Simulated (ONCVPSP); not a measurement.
Logarithmic derivatives: molybdenum, ONCV

```
Element                 : molybdenum (Mo)
Generator               : ONCVPSP 4.0.1
Type                    : optimised norm-conserving Vanderbilt (ONCV)
Functional              : BLYP
Relativity              : scalar-relativistic
Frozen core             : [Ar] 3d10 4s2
Valence charge          : 12
Reference configuration : 4p6 4d6
Partial waves           : s scattering state at 0.16 Ha: rc 2.25 bohr, ncon 3, nbas 6, qcut 2.9 1/bohr, 2 projectors, debl 1.5 Ha; 4p: rc 1.25 bohr, ncon 3, nbas 7, qcut 6.5 1/bohr, 2 projectors, debl 2.8 Ha; 4d: rc 2.05 bohr, ncon 4, nbas 9, qcut 7.8 1/bohr, 1 projector
Local potential         : polynomial inside 1.25 bohr (lpopt 5, dvloc0 -1 Ha)
Core correction         : polynomial model core, fcfact 0.75
```

In the s channel the program set the typed energies aside and used 0.050, 1.550 Ha.

The phase is arctan(r·R′/R) of the radial function R(r), unwrapped; energies in Ha, scanned from -3 to 5 Ha. A pole is an energy at which the radial function vanishes at the test radius. The pseudo phase is shifted by a multiple of π to meet the all-electron one at the reference energy, and phase errors are pseudo minus all-electron; the curves can meet again beyond the range given. Levels narrower than the energy grid can be missing from the lists of poles.

```tsv
channel	radius (bohr)	reference energy (Ha)	poles, all-electron	poles, pseudo	unbroken range about the reference energy with phases within 0.05 rad	phase error 1 Ha above the reference energy (rad)
s	2.28	0.05	-2.22, 2.46	-1.81, 2.45, 4.33	-1.6 to 3.7	+0.000
p	1.27	-1.34	2.23	2.23	the whole range	+0.000
d	2.08	-0.08	0.62	0.62	the whole range	-0.001
```

Note: ghosts flagged at negative energy: s at -50.6 eV; GHOST(+) flagged for s at 114.9 eV. A true bound ghost makes a file unfit for plane-wave use.

Phases in the s channel:

```json
{"E (Ha)": "-2.98", "all-electron": "1.276", "pseudo": "1.311"}
{"E (Ha)": "-2.76", "all-electron": "1.225", "pseudo": "1.290"}
{"E (Ha)": "-2.54", "all-electron": "1.070", "pseudo": "1.261"}
{"E (Ha)": "-2.32", "all-electron": "-1.162", "pseudo": "1.212"}
{"E (Ha)": "-2.10", "all-electron": "-1.699", "pseudo": "1.077"}
{"E (Ha)": "-1.88", "all-electron": "-1.790", "pseudo": "-1.198"}
{"E (Ha)": "-1.66", "all-electron": "-1.845", "pseudo": "-1.767"}
{"E (Ha)": "-1.44", "all-electron": "-1.895", "pseudo": "-1.865"}
{"E (Ha)": "-1.22", "all-electron": "-1.950", "pseudo": "-1.936"}
{"E (Ha)": "-1.00", "all-electron": "-2.021", "pseudo": "-2.013"}
{"E (Ha)": "-0.78", "all-electron": "-2.119", "pseudo": "-2.114"}
{"E (Ha)": "-0.56", "all-electron": "-2.268", "pseudo": "-2.266"}
{"E (Ha)": "-0.34", "all-electron": "-2.515", "pseudo": "-2.514"}
{"E (Ha)": "-0.12", "all-electron": "-2.930", "pseudo": "-2.930"}
{"E (Ha)": "0.10", "all-electron": "-3.475", "pseudo": "-3.475"}
{"E (Ha)": "0.32", "all-electron": "-3.917", "pseudo": "-3.917"}
{"E (Ha)": "0.54", "all-electron": "-4.183", "pseudo": "-4.183"}
{"E (Ha)": "0.76", "all-electron": "-4.342", "pseudo": "-4.342"}
{"E (Ha)": "0.98", "all-electron": "-4.444", "pseudo": "-4.444"}
{"E (Ha)": "1.20", "all-electron": "-4.515", "pseudo": "-4.515"}
{"E (Ha)": "1.42", "all-electron": "-4.567", "pseudo": "-4.567"}
{"E (Ha)": "1.64", "all-electron": "-4.608", "pseudo": "-4.608"}
{"E (Ha)": "1.86", "all-electron": "-4.642", "pseudo": "-4.642"}
{"E (Ha)": "2.08", "all-electron": "-4.670", "pseudo": "-4.670"}
{"E (Ha)": "2.30", "all-electron": "-4.696", "pseudo": "-4.696"}
{"E (Ha)": "2.52", "all-electron": "-4.719", "pseudo": "-4.720"}
{"E (Ha)": "2.74", "all-electron": "-4.742", "pseudo": "-4.743"}
{"E (Ha)": "2.96", "all-electron": "-4.764", "pseudo": "-4.766"}
{"E (Ha)": "3.18", "all-electron": "-4.787", "pseudo": "-4.793"}
{"E (Ha)": "3.40", "all-electron": "-4.812", "pseudo": "-4.825"}
{"E (Ha)": "3.62", "all-electron": "-4.840", "pseudo": "-4.873"}
{"E (Ha)": "3.84", "all-electron": "-4.874", "pseudo": "-4.985"}
{"E (Ha)": "4.06", "all-electron": "-4.917", "pseudo": "-6.615"}
{"E (Ha)": "4.28", "all-electron": "-4.975", "pseudo": "-7.819"}
{"E (Ha)": "4.50", "all-electron": "-5.061", "pseudo": "-7.930"}
{"E (Ha)": "4.72", "all-electron": "-5.205", "pseudo": "-7.995"}
{"E (Ha)": "4.94", "all-electron": "-5.488", "pseudo": "-8.057"}
```
